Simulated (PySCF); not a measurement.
C₃H₇ClSi, SMILES `[SiH3]C/C=C/Cl` (Si–C–C–C torsion 109°), neutral singlet in the gas phase. 

Cartesian coordinates (Å):
```xyz
12

Si    -1.7155     0.4462     0.4024
C     -0.3959    -0.5355    -0.5169
C      0.9384     0.1320    -0.4780
C      1.9624    -0.3117     0.2251
Cl     3.4894     0.4994     0.2894
H     -1.3832     0.5066     1.8418
H     -1.7830     1.8234    -0.1345
H     -3.0351    -0.2025     0.2320
H     -0.3423    -1.5355    -0.0814
H     -0.7257    -0.6563    -1.5523
H      1.0543     1.0504    -1.0433
H      1.9362    -1.2165     0.8156
```
Charge 0, multiplicity 1.

All levels are single points at this geometry (CAM-B3LYP-D3(BJ)/def2-TZVP); Pople sets use spherical d functions. Orbital energies aren't observables, and empty levels follow the basis.

```
level                                HOMO (eV)  LUMO (eV)  gap (eV)  dipole (D)  vertical IE, Delta-SCF (eV)
-----------------------------------  ---------  ---------  --------  ----------  ---------------------------
CAM-B3LYP-D3(BJ)/def2-TZVP in PySCF      -8.31       0.93      9.25        1.82                         9.12
B3LYP/LANL2DZ in PySCF                   -6.76      -0.08      6.68        2.14                            –
BP86/6-31G* in PySCF                     -5.80      -0.82      4.97        1.80                            –
PBE/6-31G* in PySCF                      -5.70      -0.73      4.97        1.79                         8.69
HF/6-31G* in PySCF                       -9.46       3.95     13.41        2.13                         8.27
HF/STO-3G in PySCF                       -8.03       7.94     15.97        2.76                            –
```
